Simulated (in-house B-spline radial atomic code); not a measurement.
Ionising Os VIII (Os7+) with different functionals

Computed with a radial B-spline atomic code at the basis-set limit: four-component Dirac-Coulomb Hamiltonian, Fermi nucleus of rms radius 5.4126 fm, spin-restricted, spherical fractional occupations for the functionals. The ionisation energy is the difference of two self-consistent energies, [Xe] 4f14 5d1 → [Xe] 4f14, without Breit or QED terms; ε is the level of the shell that loses the electron (mean over j). The electron is taken from both j subshells in proportion to 2j + 1, so the result is a j average, not the step between ground levels.

Hybrids are left out here: with spherical fractional occupations of an open shell their exact exchange keeps a self-interaction that integer-occupation calculations don't have.

```
           method  rung  ΔSCF (eV)  -ε(5d) (eV)
         LDA VWN5   LDA     101.21        93.12
 relativistic LDA   LDA     101.21        93.13
         LDA PW92   LDA     101.20        93.11
LDA exchange-only   LDA      99.46        91.39
              PBE   GGA     100.82        92.74
           PBEsol   GGA     100.84        92.76
             BLYP   GGA     100.80        92.69
             RPBE   GGA     100.73        92.65
             PW91   GGA     100.95        92.86
             BP86   GGA          ?            ?
             AM05   GGA          ?            ?
             OLYP   GGA     101.07        92.95
```

Problem. What does BP86 give?

Solution. ΔSCF 100.86 eV, and -ε(5d) = 92.80 eV.

Problem. What does AM05 give?

Solution. ΔSCF 100.85 eV, and -ε(5d) = 92.78 eV.

Problem. How do they compare with the NIST value?

Solution. NIST lists 102.02 eV ± 0.07 (semi-empirical, ground level to ground level). Errors run from -2.56 to -0.81 eV. The correlated functionals all miss on the same side by more than they spread, so the cause is common to them (Breit-QED terms, spin polarisation, the choice among j levels, multiplet and fine-structure energies, or a listed next ion that isn't the cheapest removal here) and closeness doesn't rank the functionals.
